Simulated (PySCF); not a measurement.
**Structure revision by computed shifts**

A compound C8H6N2 gives the data below (simulated from a calculation) and was assigned the structure `C=Nc1cccc(C#N)c1`.

¹³C{¹H} NMR (computed): δ 161.8 (CH2), 160.0 (C), 140.8 (CH), 138.4 (CH), 129.3 (CH), 128.3 (CH), 123.6 (C), 102.0 (C).

¹H NMR (400 MHz, computed): δ 8.00 (m, 1H), 7.94 (d, 1H), 7.92 (m, 1H), 7.80 (m, 1H), 7.42 (d, 1H), 7.40 (m, 1H).

Method: coordinates at the GFN2-xTB level, PBE0/pcSseg-1 with gauge-including orbitals, in PySCF 2.14.0 with density-fitted response routines (one conformer, in vacuum, non-relativistic).

Scale: TMS for ¹H and ¹³C (reference shieldings calculated alike).

(1) Compare with the shifts computed for the proposed structure, pairing carbons in order of shift.

(2) Which isomer fits?

## Answers

(1) Mapped SMILES: `[CH2:1]=[N:2][c:3]1[cH:4][cH:5][cH:6][c:7]([C:8]#[N:9])[cH:10]1` (H(Xn): hydrogen on atom n).

```
atom  computed for proposal  given list  difference
  C3                  157.9       161.8        -3.9
  C1                  156.5       160.0        -3.5
  C6                  136.0       140.8        -4.8
  C5                  135.7       138.4        -2.7
 C10                  134.3       129.3        +5.0
  C8                  124.4       128.3        -3.9
  C4                  124.0       123.6        +0.4
  C7                  118.4       102.0       +16.4
```

The rms difference is 6.8 ppm and the largest +16.4 ppm at C7 (substituted aromatic carbon). The carbon types in order of shift don't match either: C, CH2, CH, CH, CH, C, CH, C for the proposal against CH2, C, CH, CH, CH, CH, C, C in the data. The proposal doesn't fit.

(2) `C=Nc1ccccc1C#N`.

1. Carbon types of the structure: 3 × C, 4 × CH, 1 × CH2, which accounts for all hydrogens.
2. δC 160.0: aromatic carbon bearing nitrogen; σ withdrawal by the attached heteroatom moves it downfield of the ring CH carbons.
3. δC 140.8, 138.4, 129.3, 128.3: aromatic CH.
4. δC 123.6: nitrile carbon; C≡N carbons fall here, among the sp2 signals but without a proton.
5. δC 102.0: substituted aromatic carbon.

The shifts were computed for this structure.

Shifts are as computed. Against solution values, carbons near 30 ppm lie about +3 ppm off and those near 130 ppm about +5 ppm. Of 1211 compounds with measured shifts, 218 miss one by over three times the rms of a fit or turn the order of signals round; such compounds aren't used in these exercises. No couplings were computed; multiplicities are counted from neighbouring protons, with m where these are inequivalent, close in shift, in a saturated or five-membered ring or joined by F or P, and br s for small geminal =CH2 splittings.
